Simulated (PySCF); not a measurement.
ClF2H2NSn, SMILES [F][Sn]([F])([NH2])[Cl]. Atoms are numbered in the order given.

```xyz
7

N      2.0983    -0.3615     0.1795
Sn     0.1386     0.1353     0.0992
F     -0.5565     0.3431     1.8896
F     -0.0891     1.8302    -0.8005
Cl    -1.2279    -1.3970    -0.9917
H      2.6576     0.3400    -0.3110
H      2.4097    -0.3863     1.1532
```

Coordinates come from a B3LYP-D3(BJ)/def2-SVP optimisation. The structure was generated by enumeration; whether it is a known compound was not checked. The def2 effective core potentials stand for the cores of Sn; spin–orbit coupling is left out. One conformer was computed; it need not be the lowest.

The numbers are results of PBE/def2-TZVP (PySCF), not measurements.

Isolated molecule, no solvent.

- total energy = -929.95215 hartree
- highest occupied level = -7.46 eV
- lowest empty level = -3.72 eV
- orbital gap = 3.74 eV
- dipole moment = 2.89 D
- quadrupole, principal values (traceless, Buckingham form, about the centre of nuclear charge) = -7.39, -3.34, 10.73 D·Å
- mean static polarisability = 56.9 bohr³ (8.43 Å³)
- polarisability, principal values = 48.0, 54.0, 68.6 bohr³
